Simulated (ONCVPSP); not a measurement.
**Ranking ONCV potentials for terbium**

All share these settings but for the change named:

terbium (Tb), optimised norm-conserving Vanderbilt (ONCV), made with ONCVPSP 4.0.1 (PBE, scalar-relativistic). Core [Kr] 4d10 4f8, reference 5s2 5p6 5d1 6s2. Waves: 5s+6s: rc 2.00 bohr, ncon 4, nbas 9, qcut 5.3 1/bohr, 3 projectors, debl 3.5 Ha; 5p: rc 2.00 bohr, ncon 5, nbas 9, qcut 8.1 1/bohr, 2 projectors, debl 3.5 Ha; 5d: rc 2.20 bohr, ncon 3, nbas 7, qcut 4.6 1/bohr, 2 projectors, debl 3 Ha. Local part: polynomial inside 1.40 bohr (lpopt 1, dvloc0 0 Ha). Core correction: Teter function, fcfact 3, rcfact 1.15.

Cutoff: the first of the cutoffs (Ha) at which the residual kinetic energy of the hardest occupied pseudo-wave falls to 1 and 0.1 mHa per electron; the density cutoff is not measured.

The base gives 21 Ha.

Of 7 variants that were run, those that failed, showed a ghost or another fault, or gave nearly equal values are left out.

A variant can come out equal or close to the base.

(1) Rank these variants from softest to hardest (loose cutoff).
A. all radii but the core radius scaled by about 1.32 (s 2.64, p 2.64, d 2.90 bohr); local potential polynomial inside 1.84 bohr (lpopt 1, dvloc0 0 Ha)
B. all radii but the core radius scaled by about 0.85 (s 1.70, p 1.70, d 1.88 bohr); local potential polynomial inside 1.20 bohr (lpopt 1, dvloc0 0 Ha)
C. all radii but the core radius scaled by about 1.10 (s 2.20, p 2.20, d 2.42 bohr); local potential polynomial inside 1.54 bohr (lpopt 1, dvloc0 0 Ha)

## Answers

(1) A (16 Ha), C (19 Ha), B (23 Ha).
